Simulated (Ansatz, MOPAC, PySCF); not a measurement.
Lewis adduct: H3In (SMILES [InH3]) (first 4 atoms) with NH3 (SMILES N); geometry from B3LYP-D3(BJ)/def2-TZVP.
(charge 0, multiplicity 1):
```json
[
 {"atom": "In", "x (Å)": "0.6411", "y (Å)": "0.5716", "z (Å)": "0.7356"},
 {"atom": "H", "x (Å)": "1.7057", "y (Å)": "-0.7881", "z (Å)": "0.5129"},
 {"atom": "H", "x (Å)": "-0.7505", "y (Å)": "0.7307", "z (Å)": "-0.2988"},
 {"atom": "H", "x (Å)": "1.2379", "y (Å)": "1.9805", "z (Å)": "1.5667"},
 {"atom": "N", "x (Å)": "-0.5583", "y (Å)": "-0.3534", "z (Å)": "2.6348"},
 {"atom": "H", "x (Å)": "-1.2680", "y (Å)": "0.2934", "z (Å)": "2.9614"},
 {"atom": "H", "x (Å)": "0.0759", "y (Å)": "-0.5413", "z (Å)": "3.4036"},
 {"atom": "H", "x (Å)": "-1.0152", "y (Å)": "-1.2229", "z (Å)": "2.3823"}
]
```

Monomers are frozen at their geometry in the pair; levels with a basis set take the counterpoise correction.

The state reached by AM1 isn't checked.

Run with Ansatz (an electronic-structure program) with Gaussian orbitals; MOPAC for AM1 (differences of heats of formation); PySCF for the dispersion terms. Each number belongs to the level named beside it. In def2 rows elements past Kr take small-core potentials, without spin–orbit coupling.

**Question.** One of these levels gives -35.12 kcal/mol for the interaction energy. Name it.
(A) BLYP/def2-TZVPPD
(B) B3LYP-D3(BJ)/def2-TZVPPD
(C) r2SCAN/def2-TZVPPD
(D) AM1

**Answer.** D, AM1. The others give -15.67 (BLYP/def2-TZVPPD), -21.51 (r2SCAN/def2-TZVPPD), -19.86 (B3LYP-D3(BJ)/def2-TZVPPD)
